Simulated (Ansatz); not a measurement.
`CC(C)[TeH]` → `[CH2]` (triplet) + `CC[TeH]` at 700 K and 1 bar (formal loss of a carbene).

Isolated molecules relaxed with PBE0-D4/def2-TZVP in Ansatz; ΔE leaves out vibrations. CBS: MP2 limit from def2 TZ/QZ plus the TZ coupled-cluster correction, frozen cores. This one scheme is used for every species. Triplets are unrestricted, without spin–orbit coupling. Elements past krypton have def2 core potentials. For Te outer-core shells are correlated without core-valence functions, which leaves a few kJ/mol of doubt a bond.

```
          species  CCSD(T)/CBS energy (Eh)  H − E (kJ/mol)  S (J/(mol·K))
     `CC(C)[TeH]`               -386.69819           337.7          451.3
`[CH2]` (triplet)                -39.09499            70.4          226.8
        `CC[TeH]`               -347.43450           246.7          397.8
```

H − E and S are ideal-gas, rigid-rotor, harmonic terms from PBE0-D4/def2-TZVP, for one conformer and one mirror image of each species, with the whole ground term of open shells counted as degenerate. 1 Eh = 2625.50 kJ/mol, R = 8.31446 J/(mol·K).

Q: By hand: ΔE, ΔH, ΔS and ΔG.

A: ΔE = (-39.09499) + (-347.43450) − (-386.69819) = 0.16870 Eh = 442.9 kJ/mol. Δ(H − E) = 70.4 + 246.7 − 337.7 = -20.6, so ΔH = 422.3 kJ/mol. ΔS = 226.8 + 397.8 − 451.3 = 173.3 J/(mol·K). ΔG = 422.3 − 700 × (173.3)/1000 = 301.0 kJ/mol.

Q: By hand: the equilibrium constant, and the temperature at which ΔG would vanish if ΔH and ΔS stayed fixed.

A: log₁₀ K = −ΔG/(RT ln 10) = -22.5. ΔG = 0 at ΔH/ΔS = 2437 K.

The number of gas molecules changes by +1, which sets the sign of ΔS. A doubt of 5 kJ/mol in ΔE shifts log₁₀ K by 0.4 here. Other conformers and mirror images would add mixing entropy, several J/(mol·K) or more a flexible species. A triplet takes part, so the spin changes. These are equilibria of isolated gas molecules and say nothing of rates. Largest T1 diagnostic: 0.011 (customary marks: 0.02 for closed shells, 0.045 for open ones).
